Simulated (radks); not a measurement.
The fluorine anion F-, [Ne], held by a Watson sphere: a shell of charge +1 at radius R that stands for the Madelung well of a crystal (potential energy -1/R inside, -1/r outside, in hartree with lengths in bohr). Calculated with a radial shooting solver on a logarithmic mesh with Libxc functionals: scalar-relativistic Kohn-Sham, LDA (Slater exchange, Perdew-Wang correlation), spin-polarised, spherical densities, point nucleus. Response by self-consistent Sternheimer equations with the Hartree and adiabatic LDA kernel, the relativistic mass of each level held fixed and spin-orbit coupling left out. The sphere does not respond.

| R (bohr) | e(1s) (eV) | e(2s) (eV) | e(2p) (eV) | <r> 2p (bohr) | sum of <r^2> (bohr^2) | X-ray form factor at sin(theta)/lambda = 0.1 1/angstrom | alpha (bohr^3) |
|---|---|---|---|---|---|---|---|
| 1.71 | -654.69 | -28.308 | -10.161 | 1.194 | 14.31 | 9.046 | 6.611 |
| 1.91 | -654.44 | -27.587 | -9.538 | 1.213 | 14.79 | 9.020 | 7.419 |
| 2.05 | -654.22 | -27.123 | -9.123 | 1.224 | 15.09 | 9.004 | 8.012 |
| 2.4 | -653.61 | -26.095 | -8.172 | 1.248 | 15.76 | 8.971 | 9.567 |
| 2.67 | -653.12 | -25.415 | -7.522 | 1.262 | 16.19 | 8.950 | 10.81 |
| 3.05 | -652.47 | -24.594 | -6.721 | 1.278 | 16.71 | 8.927 | 12.59 |
| 3.3 | -652.07 | -24.126 | -6.257 | 1.286 | 17.00 | 8.915 | 13.76 |
| 3.56 | -651.68 | -23.689 | -5.823 | 1.293 | 17.26 | 8.905 | 14.97 |
| 3.93 | -651.18 | -23.143 | -5.276 | 1.302 | 17.57 | 8.894 | 16.64 |
